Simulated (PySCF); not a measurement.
A side-by-side comparison of computed properties.

First species: C5H11NO2Si.
SMILES: `C[Si@@H]1NCC[C@@H]1C(=O)O`

Second species: C₃H₁₀OSi.
Numbering: `[CH3:1][Si:2]([CH3:3])([CH3:4])[OH:5]` (hydrogens: H6, H7, H8 on C1; H9, H10, H11 on C3; H12, H13, H14 on C4; H15 on O5)

Geometry (GFN2-xTB, Å), atoms numbered from 1 in this order:
```xyz
15
C3H10OSi angstrom
C     -0.2364    1.2523   -1.2888
Si    -0.1838    0.0836    0.2181
C     -0.9820   -1.5936   -0.1725
C      1.6261   -0.1175    0.7865
O     -1.1095    0.6706    1.4378
H      0.3137    0.8471   -2.1315
H      0.1947    2.2230   -1.0584
H     -1.2580    1.4203   -1.6170
H     -0.9668   -2.2433    0.6964
H     -0.4622   -2.1039   -0.9768
H     -2.0178   -1.4718   -0.4717
H      2.2433   -0.5651    0.0148
H      2.0735    0.8392    1.0433
H      1.6898   -0.7526    1.6654
H     -0.9289    1.5193    1.8326
```

Levels: PBE0/pcSseg-1 for HOMO energy, LUMO energy and HOMO–LUMO gap. Geometries: GFN2-xTB. All species are isolated and taken at one optimised geometry, non-relativistic unless stated. Electronic properties by PySCF.

The conformers computed, where there is a choice (atom-mapped SMILES and torsion angles):
- `[CH3:1][Si:2]([CH3:3])([CH3:4])[OH:5]`: H–O5–Si2–C1 -60°

The conformers of `C[Si@@H]1NCC[C@@H]1C(=O)O` aren't listed.

Values for the first species:

```
HOMO energy   : -6.77 eV
LUMO energy   : 0.47 eV
HOMO–LUMO gap : 7.24 eV
```

**Question.** Estimate the same properties for the second species, and the change in each.

**Answer.** 
```json
{"property": "HOMO energy", "first": "-6.77 eV", "second": "-7.97 eV", "second less first": "-1.20 eV"}
{"property": "LUMO energy", "first": "0.47 eV", "second": "1.02 eV", "second less first": "+0.55 eV"}
{"property": "HOMO–LUMO gap", "first": "7.24 eV", "second": "8.99 eV", "second less first": "+1.75 eV"}
```

